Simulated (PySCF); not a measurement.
Computed IR spectrum (relative IR intensity) of a molecule C2H6BNO. Geometry optimised at B3LYP-D3(BJ)/def2-SVP. Other conformers were not sampled. Level of theory: B3LYP-D3(BJ)/def2-SVP (PySCF). Harmonic, unscaled wavenumbers; measured fundamentals usually lie a few per cent lower.

```
ν (cm⁻¹)  relative intensity
--------  ------------------
382                       39
388                       13
545                      4.0
936                      3.0
996                       27
1117                     6.5
1195                      21
1360                      13
1413                      13
1454                      32
1609                     100
3032                      21
3075                     2.8
3088                     9.0
3132                     4.8
3604                      12
3712                      11
```

**Question.** Identify the compound among the candidates.
A) C=CB(N)O
B) NB1COC1
C) BO.CC#N
D) NB1CCO1

**Answer.** D, NB1CCO1
